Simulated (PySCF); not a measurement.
hydrogen telluride (H2Te), singlet, geometry from GFN2-xTB (core potentials on Te); PySCF with PBE0/def2-SV(P).

Input for PySCF:
```python
from pyscf import gto, scf, dft

mol = gto.M(
    atom='''
Te   -0.00025927    0.04373338    0.00203842
H    -1.13139252   -1.14269398   -0.07705391
H     1.14487465   -1.13144164   -0.02894369
''',
    basis='def2-sv(p)',
    ecp={'Te': 'def2-sv(p)'},
    verbose=5,
)

mf = dft.RKS(mol)
mf.xc = 'pbe0'
mf.kernel()
mf.analyze()
```

### Question
What does PySCF print? Leave out banner, timings and long lists.

### Answer

```
PySCF version 2.14.0

[INPUT] verbose = 5
[INPUT] max_memory = 4000
[INPUT] num. atoms = 3
[INPUT] num. electrons = 26
[INPUT] charge = 0
[INPUT] spin (= nelec alpha-beta = 2S) = 0
[INPUT] symmetry False subgroup None
[INPUT] Mole.unit = angstrom
[INPUT] Symbol           X                Y                Z      unit          X                Y                Z       unit  Magmom
[...]
[INPUT] ---------------- BASIS SET ----------------
[INPUT] l, kappa, [nprim/nctr], expnt,             c_1 c_2 ...
[INPUT] Te
[...]
                                1.6122696062      0.35202140517
[...]
                                21.919773309      -0.13203517066
                                18.06127139       0.36203197834
                                8.1403463241      -0.75591120276
                                2.0705998798      0.791929284
                                0.97715185085     0.4055834254
[...]
                                10.433943171      -0.41205302672
                                1.3623024763      0.78760578076
                                0.59239616258     0.15283299018
[...]
                                18.884095378      -0.0035221408938
                                4.252730463       0.28254216065
                                1.8757557092      0.52039372916
                                0.77069282849     0.32213541689
[...]
[INPUT] H
[...]
                                1.9622572         0.13796524
                                0.44453796        0.47831935
[...]
nuclear repulsion = 15.7098121474598
number of shells = 14
number of NR pGTOs = 69
number of NR cGTOs = 30
basis = def2-sv(p)
ecp = {'Te': 'def2-sv(p)'}

******** <class 'pyscf.dft.rks.RKS'> ********
method = RKS
initial guess = minao
damping factor = 0
level_shift factor = 0
DIIS = <class 'pyscf.scf.diis.CDIIS'>
diis_start_cycle = 1
diis_space = 8
diis_damp = 0
SCF conv_tol = 1e-09
SCF conv_tol_grad = None
SCF max_cycles = 50
direct_scf = True
direct_scf_tol = 1e-13
XC library pyscf.dft.libxc version 7.1.2
    S. Lehtola, C. Steigemann, M. J. T. Oliveira, and M. A. L. Marques,  SoftwareX 7, 1–5 (2018)
XC functionals = pbe0
    C. Adamo and V. Barone,  J. Chem. Phys. 110, 6158 (1999)
    M. Ernzerhof and G. E. Scuseria,  J. Chem. Phys. 110, 5029 (1999)
radial grids:
    Treutler-Ahlrichs [JCP 102, 346 (1995); DOI:10.1063/1.469408] (M4) radial grids

becke partition: Becke, JCP 88, 2547 (1988); DOI:10.1063/1.454033
pruning grids: <function nwchem_prune>
grids dens level: 3
symmetrized grids: False
atomic radii adjust function: <function treutler_atomic_radii_adjust>
small_rho_cutoff = 0
Set gradient conv threshold to 3.16228e-05
Initial guess from minao.
Density of valence part of ANO basis will be used as initial guess for Te
atom Te rad-grids = 95, ang-grids = [ 50  50  50  50  50  50  50  50  50  50  50  50  50  50  50  50  50  50
  50  50  50  50  50  50  50  50  50  50  50  50  86  86  86  86  86  86
  86  86  86  86  86  86  86  86  86  86 350 350 350 350 350 350 350 350
 350 350 350 434 434 434 434 434 434 434 434 434 434 434 434 434 434 434
 434 434 434 434 434 434 434 434 350 350 350 350 350 350 350 350 350 350
 350 350 350 350 350]
atom H rad-grids = 50, ang-grids = [ 50  50  50  50  50  50  50  50  50  50  50  50  50  50  50  86  86  86
  86 266 266 266 266 266 302 302 302 302 302 302 302 302 302 302 302 302
 302 266 266 266 266 266 266 266 266 266 266 266 266 266]
tot_boxes 1287, boxes in each direction [11  9  7]
Padding 2 grids
tot grids = 41576
nelec by numeric integration = 24.394571871858297
E1 = -434.4599571078812  E2 = 177.31518163653564  Ecoul = 195.69466403237652  Exc = -18.379482395840878
init E= -241.434963323886
cond(S) = 139.61048079103801
[...]
  mo_energy =
[-8.41872179 -6.47104859 -6.47085855 -6.46835999 -3.50262121 -3.49855119
 -3.49761123 -3.49670486 -3.49655352 -1.61796694 -1.13979154 -1.12938395
 -1.05582392 -0.65436478 -0.58396931 -0.40121971 -0.38566772 -0.38451943
[...]
converged SCF energy = -269.199507940382
Total Energy =                        -269.199507940381579
[...]
0 Te 5s         -0.00000  -0.00001   0.00000   0.07368   0.09256
0 Te 6s          0.00009   0.00517  -0.00014  -0.42636   0.13925
0 Te 7s         -0.00001  -0.00092   0.00002   0.01051  -0.08308
0 Te 4px        -0.00196  -0.03759   0.00162  -0.00413  -0.00269
0 Te 4py         0.00013   0.00271   0.12252   0.00073   0.00037
0 Te 4pz         0.00028   0.00605   0.00061  -0.12355  -0.06178
0 Te 5px         0.01177   0.26400  -0.00300   0.00532   0.00104
0 Te 5py         0.00006   0.00108   0.05514   0.00035   0.00020
0 Te 5pz         0.00010   0.00240   0.00027  -0.05891  -0.03437
0 Te 6px         0.02321   0.93355  -0.01577   0.03204   0.00154
0 Te 6py         0.00171   0.00243   0.16450   0.00076  -0.00162
0 Te 6pz        -0.00118   0.00672   0.00062  -0.10533   0.24587
0 Te 7px         0.02228  -0.23199   0.00748  -0.01299   0.01142
0 Te 7py        -0.00142  -0.02203  -0.63902  -0.00312   0.00014
0 Te 7pz         0.00096   0.04996   0.00306  -0.51340   0.01135
0 Te 4dxy       -0.32412   0.00746   0.00256  -0.00820   0.01450
0 Te 4dyz       -0.02622   0.00060   0.00020   0.09975  -0.17727
0 Te 4dz^2       0.00224  -0.00005   0.00557  -0.00356   0.00637
0 Te 4dxz       -0.01522   0.00035  -0.00130   0.00240  -0.00250
0 Te 4dx2-y2    -0.00035  -0.00002   0.00120  -0.00001   0.00002
0 Te 5dxy        0.94049  -0.01852  -0.01074   0.02988  -0.05956
0 Te 5dyz       -0.07614  -0.00138   0.00097   0.36111  -0.72358
0 Te 5dz^2       0.00662   0.00005   0.02339  -0.01281   0.02580
0 Te 5dxz       -0.04420   0.00066  -0.00546   0.01255  -0.01857
0 Te 5dx2-y2     0.02270   0.00094   0.41975   0.00071  -0.00150
1 H 1s          -0.00036   0.00002  -0.06112   0.10274   0.11403
1 H 2s           0.00012   0.00678   0.42524  -0.42114  -0.39599
2 H 1s           0.00037  -0.00001   0.06114   0.10276   0.11400
2 H 2s           0.00003   0.00284  -0.42543  -0.42126  -0.39598
               #26       #27       #28       #29       #30
0 Te 4s          0.00000  -0.00000  -0.00000  -0.00222  -0.32359
0 Te 5s         -0.00000  -0.00031  -0.00001   0.00217   0.10632
0 Te 6s          0.00011  -0.00039  -0.00001   0.02833   0.27932
0 Te 7s         -0.00002   0.00020   0.00000   0.00401   0.88505
0 Te 4px         0.00145  -0.99163  -0.02089  -0.04602   0.00010
0 Te 4py         0.07033   0.01848  -0.88103   0.00522  -0.00001
0 Te 4pz         0.00035   0.04130  -0.00436  -0.87996   0.00193
0 Te 5px        -0.00038  -0.11804  -0.00248  -0.00547   0.00001
0 Te 5py         0.03753   0.00893  -0.42509   0.00252  -0.00001
0 Te 5pz         0.00019   0.01997  -0.00210  -0.42466   0.00108
0 Te 6px        -0.00121  -0.00833  -0.00063  -0.00169   0.00216
0 Te 6py        -0.22389   0.00234  -0.10567   0.00058   0.00044
0 Te 6pz        -0.00095   0.00516  -0.00054  -0.10036  -0.07147
0 Te 7px        -0.00460  -0.00717   0.00034   0.00109  -0.00403
0 Te 7py        -0.00215   0.00300  -0.15420   0.00094  -0.00027
0 Te 7pz         0.00009  -0.00674   0.00076   0.15681  -0.04467
0 Te 4dxy       -0.00345   0.00021   0.00000   0.00002  -0.00001
0 Te 4dyz       -0.00028   0.00002   0.00000  -0.00014   0.00007
0 Te 4dz^2      -0.00751  -0.00000   0.00001   0.00000  -0.00000
0 Te 4dxz        0.00176   0.00001  -0.00000  -0.00022  -0.00001
0 Te 4dx2-y2     0.01134  -0.00000   0.00004  -0.00000  -0.00000
0 Te 5dxy        0.01861  -0.00013   0.00024   0.00008   0.00232
0 Te 5dyz       -0.00159   0.00020  -0.00002   0.00107   0.02758
0 Te 5dz^2      -0.04050  -0.00001  -0.00052  -0.00004  -0.00096
0 Te 5dxz        0.00947   0.00002   0.00012  -0.00007   0.00175
0 Te 5dx2-y2    -0.77608  -0.00022  -0.00572  -0.00001   0.00006
1 H 1s          -0.10144  -0.00086  -0.00108  -0.00114  -0.01444
1 H 2s           0.39897   0.00005   0.06175   0.06186  -0.08464
2 H 1s           0.10142  -0.00033   0.00105  -0.00111  -0.01444
2 H 2s          -0.39893   0.00004  -0.06176   0.06186  -0.08465
Dipole moment(X, Y, Z, Debye):  0.00200, -0.33684, -0.01570
```
